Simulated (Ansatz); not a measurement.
`ClB1O[SiH2]1` + H₂ → `B1O[SiH2]1` + HCl at 400 K and 1 bar (hydrogenolysis of a B–Cl bond).

Computed with Ansatz on PBE0-D4/def2-TZVP structures; ΔE is electronic, products minus reactants. CBS: MP2 limit from def2 TZ/QZ plus the TZ coupled-cluster correction, frozen cores. This one scheme is used for every species.

```json
{"species": "`ClB1O[SiH2]1`", "CCSD(T)/CBS energy (Eh)": "-850.08552", "H − E (kJ/mol)": "91.1", "S (J/(mol·K))": "320.7"}
{"species": "H₂", "CCSD(T)/CBS energy (Eh)": "-1.17544", "H − E (kJ/mol)": "38.0", "S (J/(mol·K))": "139.0"}
{"species": "`B1O[SiH2]1`", "CCSD(T)/CBS energy (Eh)": "-390.85529", "H − E (kJ/mol)": "105.2", "S (J/(mol·K))": "284.1"}
{"species": "HCl", "CCSD(T)/CBS energy (Eh)": "-460.38127", "H − E (kJ/mol)": "29.6", "S (J/(mol·K))": "195.4"}
```

H − E and S are ideal-gas, rigid-rotor, harmonic terms from PBE0-D4/def2-TZVP. The MP2-based limit puts H₂ 0.8 mEh under its directly extrapolated value; such offsets cancel only in part. 1 Eh = 2625.50 kJ/mol, R = 8.31446 J/(mol·K).

Problem. By hand: ΔE, ΔH, ΔS and ΔG.

Solution. ΔE = (-390.85529) + (-460.38127) − (-850.08552) − (-1.17544) = 0.02440 Eh = 64.1 kJ/mol. Δ(H − E) = 105.2 + 29.6 − 91.1 − 38.0 = 5.7, so ΔH = 69.8 kJ/mol. ΔS = 284.1 + 195.4 − 320.7 − 139.0 = 19.8 J/(mol·K). ΔG = 69.8 − 400 × (19.8)/1000 = 61.9 kJ/mol.

Problem. By hand: the equilibrium constant, and the temperature at which ΔG would vanish if ΔH and ΔS stayed fixed.

Solution. log₁₀ K = −ΔG/(RT ln 10) = -8.1. ΔG = 0 at ΔH/ΔS = 3525 K, far beyond where these terms or the molecules hold.

ΔH outweighs TΔS. A doubt of 5 kJ/mol in ΔE shifts log₁₀ K by 0.7 here. These are equilibria of isolated gas molecules and say nothing of rates. Largest T1 diagnostic: 0.017 (customary marks: 0.02 for closed shells, 0.045 for open ones).
